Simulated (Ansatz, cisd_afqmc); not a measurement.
Species: C$_{2}$H$_{3}$B, charge 0, singlet. C2H3B (SMILES BC#C).
B3LYP-D3(BJ)/def2-TZVP minimum from Ansatz (a program for electronic structure):
```xyz
6

B     -1.1930    -0.0411    -0.7163
C      0.0924     0.0032     0.0555
C      1.1290     0.0389     0.6778
H      2.0405     0.0703     1.2251
H     -1.9423     0.8818    -0.6750
H     -1.4612    -0.9990    -1.3685
```
Charge 0, spin multiplicity 1.

Atomisation energy term by term, kcal/mol (programs: Ansatz, cisd_afqmc). UHF or UKS for unpaired electrons; spin-orbit terms are left out. Correlated methods leave the cores frozen. Rows without X2C or -DK are non-relativistic. AFQMC is phaseless with a CISD trial state; ± is one standard error, without the phaseless bias. Outlying blocks are dropped, and bars are widened where a walk drifts. Over all cases where full CI ran beside it in this data, AFQMC minus full CI had a median of +0.1 mEh and passed +0.4 mEh in a tenth of the cases. CBS(X,Y): correlation extrapolated as X^-3, Hartree-Fock from the larger set (Q,5: extrapolated as (X+1)exp(-9√X)). A bracket is a step between two methods taken in the basis named. '+ core + X2C': CCSD(T) terms for core correlation (cc-pwCVTZ) and scalar relativity (cc-pVTZ-DK). For partners of very few electrons the exact lower level stands in for a higher one.

| term | basis | kcal/mol |
|---|---|---|
| Hartree-Fock | CBS(cc-pVQZ,cc-pV5Z) | 447.09 |
| CCSD correlation | CBS(cc-pVQZ,cc-pV5Z) | 125.49 |
| (T) | CBS(cc-pVQZ,cc-pV5Z) | 10.52 |
| CCSDT(Q) - CCSD(T) | cc-pVTZ | 0.27 |
| core correlation | cc-pwCVTZ | 3.38 |
| scalar relativity | X2C, cc-pVTZ-DK | -0.33 |
| sum: De |  | 586.4 |

The step beyond CCSD(T) by other levels: AFQMC/CISD in cc-pVDZ 0.77 ± 0.28; CCSDT(Q) in cc-pVDZ 0.58 kcal/mol.
